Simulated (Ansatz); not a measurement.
Total energies of Al4Sb5H16⁺, a cluster cut from zinc blende AlSb (hydrogen-capped) from Ansatz at PBE0-D4/def2-SVP, gas phase (1 Eh = 27.2114 eV = 2625.5 kJ/mol). The reference geometry is relaxed at PBE-D4/def2-SVP.

```xyz
25

Al    2.2226    1.5385    0.4032
Al   -1.4466    1.0399   -2.7960
Al    1.0180   -3.0623   -0.7286
Al   -1.9423   -0.2057    1.9109
Sb    2.7824   -1.0669   -0.0488
Sb    0.7651    2.2911   -1.7451
Sb    0.2767    1.3195    2.2904
Sb   -2.8397    0.7807   -0.4398
Sb   -0.8219   -2.5775    1.2562
H     3.4318    2.4800    0.8288
H    -0.9409   -0.4384   -3.1119
H    -2.2185    2.0929   -3.7056
H     1.7142   -4.4599   -0.4224
H     0.3094   -2.5173   -2.0485
H    -2.9532   -0.1930    3.1388
H     4.0436   -1.0228   -1.2030
H     3.7390   -1.5194    1.2956
H     1.9303    2.4893   -2.9812
H     0.4611    3.9522   -1.4703
H    -0.2175    2.8908    2.7480
H     1.0032    0.8646    3.7696
H    -3.5846    2.2573   -0.0012
H    -4.2744   -0.1018   -0.7353
H    -0.2971   -3.2123    2.7559
H    -2.1606   -3.6196    1.0403
```

| state | geometry | energy (Eh) |
| --- | --- | --- |
| charge 1 singlet | reference | -2179.70829 |
| charge 2 doublet | reference | -2179.26884 |
| charge 0 doublet | reference | -2179.85408 |

In the def2 sets Sb takes a core potential; there is no spin–orbit coupling.

Problem. Work out the vertical ionisation energy to the doublet.

Solution. E(charge 2 doublet) − E(charge 1 singlet) = -2179.26884 − (-2179.70829) = 0.43945 Eh = 11.96 eV. For comparison, −ε of the highest occupied level is 10.72 eV at this level, 1.24 eV less.

Problem. Work out the vertical electron affinity, to the doublet.

Solution. E(charge 1 singlet) − E(charge 0 doublet) = -2179.70829 − (-2179.85408) = 0.14579 Eh = 3.97 eV.

Problem. Give the fundamental gap IE − EA, the Mulliken electronegativity (IE + EA)/2 and the hardness (IE − EA)/2.

Solution. From the values in Eh: IE − EA = 0.43945 − 0.14579 = 0.29366 Eh = 7.99 eV; (IE + EA)/2 = 7.96 eV; (IE − EA)/2 = 4.00 eV. The HOMO–LUMO gap of the same run is 5.65 eV, 2.34 eV smaller than the fundamental gap.
